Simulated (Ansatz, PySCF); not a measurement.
Gas-phase reaction R1 + R2 → P1 + P2, each structure at its B3LYP-D3(BJ)/def2-TZVP stationary point, reached from a drawn start (curvature not checked).
R1: C2H6 (SMILES CC), charge 0, multiplicity 1.
P1, C2H5 (SMILES [CH2]C) (charge 0, multiplicity 2):
| atom | x (Å) | y (Å) | z (Å) |
|---|---|---|---|
| C | -0.6131 | 0.0934 | 0.0083 |
| C | 0.8525 | -0.1212 | -0.0663 |
| H | -1.1618 | -0.6326 | -0.5962 |
| H | -0.8946 | 1.0963 | -0.3215 |
| H | -0.9905 | -0.0117 | 1.0373 |
| H | 1.2642 | -1.1151 | -0.1742 |
| H | 1.5433 | 0.6909 | 0.1127 |
R2: O atom, charge 0, multiplicity 3.
P2: OH (SMILES [OH]), charge 0, multiplicity 2.

```tsv
level	reaction energy (kcal/mol)	minus CCSD(T)/cc-pVQZ
HF/cc-pVDZ	18.53	15.39
HF/cc-pVTZ	15.53	12.39
HF/cc-pVQZ	14.87	11.73
SVWN5/def2-TZVPP	-6.67	-9.81
PBE/def2-TZVPP	-4.28	-7.42
BLYP/def2-TZVPP	-4.06	-7.19
revPBE/def2-TZVPP	-3.14	-6.27
r2SCAN/def2-TZVPP	-4.73	-7.87
B97M-V/def2-TZVPP	0.48	-2.65
B3LYP/def2-TZVPP	-1.12	-4.26
PBE0/def2-TZVPP	-0.28	-3.42
BHLYP/def2-TZVPP	3.70	0.57
M06-2X/def2-TZVPP	1.85	-1.28
CAM-B3LYP/def2-TZVPP	-0.75	-3.88
wB97X-V/def2-TZVPP	1.66	-1.48
wB97M-V/def2-TZVPP	1.61	-1.53
B2PLYP/def2-TZVPP	1.23	-1.91
MP2/cc-pVDZ	10.41	7.27
MP2/cc-pVTZ	4.65	1.51
MP2/cc-pVQZ	2.63	-0.50
SCS-MP2/cc-pVDZ	11.36	8.22
SCS-MP2/cc-pVTZ	5.45	2.32
SCS-MP2/cc-pVQZ	3.34	0.20
CCSD/cc-pVDZ	10.79	7.66
CCSD/cc-pVTZ	5.66	2.53
CCSD/cc-pVQZ	3.79	0.65
CCSD(T)/cc-pVDZ	10.84	7.70
CCSD(T)/cc-pVTZ	5.18	2.05
CCSD(T)/cc-pVQZ	3.14	0.00
```

 The comparison column counts from a level with limits of its own.

P less R. No zero-point or thermal terms; singlets are restricted closed shells; open shells are unrestricted; no spin–orbit coupling.

Frozen-core correlation throughout.

The values were computed with Ansatz (Gaussian orbitals); PySCF for M06-2X. Each number belongs to the level named beside it.

Ansatz is a first-principles code.
